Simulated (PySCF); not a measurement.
A structure optimised at PBE-D3(BJ)/def2-SVP, used in a PySCF frequency run:

```xyz
10

N     -1.5161    -0.5975     0.2413
Si     0.0000     0.0000    -0.4328
N      0.2406     1.6117     0.2413
N      1.2754    -1.0142     0.2413
H     -1.4508    -1.5255     0.6746
H     -2.3553    -0.5480    -0.3438
H      0.7030     2.3138    -0.3438
H     -0.5957     2.0191     0.6746
H      1.6523    -1.7657    -0.3438
H      2.0465    -0.4937     0.6746
```
Charge 0, spin multiplicity 2.

Write its SMILES, formula and point group.

N[Si](N)N, H6N3Si, C3

What are its rotational constants (standard atomic weights)?

6.2578, 6.2578, 3.5424 GHz
